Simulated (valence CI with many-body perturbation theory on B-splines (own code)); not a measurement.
# Ho17+: calculated level list

Method: valence CI with perturbative core correlation (CI+MBPT): four valence electrons over a frozen Dirac-Fock core [Kr] 4d10, a basis of 7 s, 7 p, 7 d, 7 f, 4 g, 2 h functions for each j, with the one-electron correlation potential Σ1 (screened to all orders), the two-electron term Σ2, the three-electron term Σ3, Breit, model QED; selected single and double excitations, second order for the rest, scaled by the run's own slope (own B-spline code, finite nucleus).

No measured levels were compared; by estimate terms of the open shell hold to a few per cent of their energy, and close levels can change places.

Levels 136 to 180 of 199, with energies above the lowest level, 4f⁴ ⁵I_4. "Leading %" is the weight of the configuration and term that name the level; weights of strongly mixed levels are sums over their largest components and can fall short. In the jj column 3d3/2^4 stands for four electrons in 3d with j = 3/2.

```
No.  Configuration  Term  J  E (cm⁻¹)  Leading %  Second component                Leading jj      g
136            4f⁴    ¹D  2    223590         99                      4f5/2^2 4f7/2^2 (67 %)  0.998
137          4f³5s   ³P°  2    224700         34    31 % 4f³5s ³D°   4f5/2 4f7/2^2 5s (57 %)  1.288
138          4f³5s   ³K°  8    226090         82     9 % 4f³5s ³L°   4f5/2^2 4f7/2 5s (56 %)  1.113
139          4f³5s   ³S°  1    226470         38    35 % 4f³5s ³D°   4f5/2 4f7/2^2 5s (66 %)  1.264
140          4f³5s   ⁵G°  6    226890         74    25 % 4f³5s ³H°         4f7/2^3 5s (45 %)  1.289
141          4f³5s   ³P°  0    227390         70    29 % 4f³5s ⁵D°   4f5/2^2 4f7/2 5s (82 %)       
142          4f³5s   ³G°  3    227810         86     4 % 4f³5s ³F°   4f5/2^2 4f7/2 5s (44 %)  0.788
143          4f³5s   ³G°  5    230750         62    18 % 4f³5s ¹H°         4f7/2^3 5s (79 %)  1.175
144          4f³5s   ³P°  1    230870         35    24 % 4f³5s ¹P°   4f5/2^2 4f7/2 5s (59 %)  1.131
145          4f³5s   ¹K°  7    230930         59    27 % 4f³5s ³L°   4f5/2^2 4f7/2 5s (69 %)  0.975
146          4f³5s   ³D°  3    232200         86     8 % 4f³5s ³F°   4f5/2 4f7/2^2 5s (69 %)  1.309
147          4f³5s   ³G°  4    232840         75    12 % 4f³5s ³F°   4f5/2 4f7/2^2 5s (50 %)  1.063
148          4f³5s   ⁵D°  2    234330         49    39 % 4f³5s ³D°   4f5/2^2 4f7/2 5s (55 %)  1.300
149          4f³5s   ⁵D°  3    235740         70    23 % 4f³5s ³D°   4f5/2^2 4f7/2 5s (63 %)  1.429
150          4f³5s   ¹D°  2    236900         27    26 % 4f³5s ³D°   4f5/2 4f7/2^2 5s (52 %)  1.267
151          4f³5s   ⁵D°  1    237160         57    21 % 4f³5s ³P°   4f5/2^2 4f7/2 5s (47 %)  1.306
152          4f³5s   ¹G°  4    237600         39    25 % 4f³5s ³F°         4f7/2^3 5s (61 %)  1.059
153          4f³5s   ³I°  5    238560         39    31 % 4f³5s ³G°   4f5/2^2 4f7/2 5s (74 %)  1.001
154          4f³5s   ⁵D°  0    239260         70    29 % 4f³5s ³P°   4f5/2 4f7/2^2 5s (82 %)       
155          4f³5s   ³I°  6    240860         66    22 % 4f³5s ³H°   4f5/2^2 4f7/2 5s (64 %)  1.060
156          4f³5s   ³G°  5    242000         54    42 % 4f³5s ³I°   4f5/2 4f7/2^2 5s (78 %)  1.041
157          4f³5s   ⁵D°  4    243470         97                     4f5/2 4f7/2^2 5s (69 %)  1.490
158          4f³5s   ¹D°  2    243660         43    24 % 4f³5s ³P°   4f5/2 4f7/2^2 5s (48 %)  1.173
159          4f³5s   ³L°  7    244710         62    14 % 4f³5s ³I°   4f5/2 4f7/2^2 5s (55 %)  0.944
160          4f³5s   ³L°  8    244910         83    12 % 4f³5s ³K°   4f5/2 4f7/2^2 5s (61 %)  1.025
161          4f³5s   ¹P°  1    245160         54    31 % 4f³5s ³D°   4f5/2 4f7/2^2 5s (44 %)  0.939
162          4f³5s   ³I°  7    245820         82     9 % 4f³5s ¹K°   4f5/2 4f7/2^2 5s (88 %)  1.105
163          4f³5s   ³D°  2    246830         50    33 % 4f³5s ¹D°   4f5/2^2 4f7/2 5s (64 %)  1.036
164          4f³5s   ³L°  9    247630        100                    4f5/2 4f7/2^2 5s (100 %)  1.110
165          4f³5s   ³D°  1    247900         81     9 % 4f³5s ⁵D°   4f5/2^2 4f7/2 5s (46 %)  0.680
166          4f³5s   ³H°  4    249860         90                     4f5/2 4f7/2^2 5s (50 %)  0.823
167          4f³5s   ¹I°  6    250340         52    26 % 4f³5s ³I°   4f5/2 4f7/2^2 5s (74 %)  1.037
168          4f³5s   ³H°  5    251570         71    16 % 4f³5s ¹H°   4f5/2 4f7/2^2 5s (45 %)  1.024
169          4f³5s   ¹L°  8    254090         91     7 % 4f³5s ³L°   4f5/2 4f7/2^2 5s (87 %)  1.001
170          4f³5s   ³D°  3    254470         55    24 % 4f³5s ⁵D°   4f5/2 4f7/2^2 5s (56 %)  1.311
171          4f³5s   ³D°  2    254870         56    17 % 4f³5s ¹D°   4f5/2 4f7/2^2 5s (52 %)  1.176
172          4f³5s   ³H°  6    257800         54    38 % 4f³5s ¹I°   4f5/2 4f7/2^2 5s (56 %)  1.097
173          4f³5s   ³D°  1    258250         88     8 % 4f³5s ¹P°   4f5/2 4f7/2^2 5s (62 %)  0.574
174          4f³5s   ³D°  3    258820         74    24 % 4f³5s ³F°   4f5/2 4f7/2^2 5s (74 %)  1.269
175          4f³5s   ³F°  2    260740         51    40 % 4f³5s ³D°   4f5/2 4f7/2^2 5s (81 %)  0.887
176            4f⁴    ¹S  0    261480         99                      4f5/2^2 4f7/2^2 (68 %)       
177          4f³5s   ¹H°  5    261610         73    10 % 4f³5s ³I°         4f7/2^3 5s (47 %)  0.999
178          4f³5s   ³F°  3    267760         53    41 % 4f³5s ³D°         4f7/2^3 5s (62 %)  1.182
179          4f³5s   ³F°  4    268960         94                     4f5/2 4f7/2^2 5s (42 %)  1.249
180          4f³5s   ¹D°  2    270680         50    25 % 4f³5s ³D°         4f7/2^3 5s (74 %)  0.960
```

Names give the largest LS component (configuration and term), which can be under half, so a name can repeat, a term be missing and a line seem to break the LS rules; names also repeat where a configuration has a term twice.

Where two levels of one J and parity lie close, their mixing, g and order are uncertain.
